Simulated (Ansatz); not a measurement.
System: H$_{2}$SiO$_{2}$, charge 0, singlet. H2SiO2 (SMILES O[Si]O).
B3LYP-D3(BJ)/def2-TZVP minimum from Ansatz (an electronic-structure program):
```xyz
5

Si     0.1523    -0.4055     0.4458
O      1.0984     0.8066    -0.1474
H      0.7390     1.3704    -0.8451
O     -1.2135    -0.1717    -0.4854
H     -1.9505    -0.7719    -0.3334
```
Charge 0, spin multiplicity 1.

Property: atomisation energy (electronic, to ground-state atoms), in kcal/mol. Radicals and triplets start from unrestricted determinants; spin-orbit coupling is neglected. CBS(X,Y): correlation extrapolated as X^-3, Hartree-Fock from the larger set (Q,5: extrapolated as (X+1)exp(-9√X)). A bracket is a step between two methods taken in the basis named. The functionals are non-relativistic, so their misses hold any scalar relativity. Double hybrids freeze cores in their MP2 part. '+ core + X2C': CCSD(T) terms for core correlation (cc-pwCVTZ, 1s frozen past Ne) and scalar relativity (cc-pVTZ-DK). Where a partner has so few electrons that a lower coupled-cluster level is exact, that level stands in.

CCSD(T)/CBS(cc-pV(Q+d)Z,cc-pV(5+d)Z) + [CCSDT(Q) - CCSD(T)]/cc-pV(T+d)Z + core + X2C (Ansatz) gives 464.7 kcal/mol.

Problem. What does PBE/def2-TZVPD (Ansatz) give here, and how do the other levels compare?

Solution. PBE gives 466.6 kcal/mol, 1.9 kcal/mol above it. Differences of the others: r2SCAN/def2-TZVPD (Ansatz) -7.0; B3LYP/def2-TZVPD (Ansatz) -9.8; PBE0/def2-TZVPD (Ansatz) -14.6; wB97M-V/def2-TZVPD (Ansatz) -0.7; B2PLYP/def2-TZVPD (Ansatz) -10.1; CCSD(T)/CBS(cc-pV(Q+d)Z,cc-pV(5+d)Z) + core + X2C (Ansatz) -0.1 kcal/mol. Nearer than PBE: wB97M-V/def2-TZVPD, CCSD(T)/CBS(cc-pV(Q+d)Z,cc-pV(5+d)Z) + core + X2C.
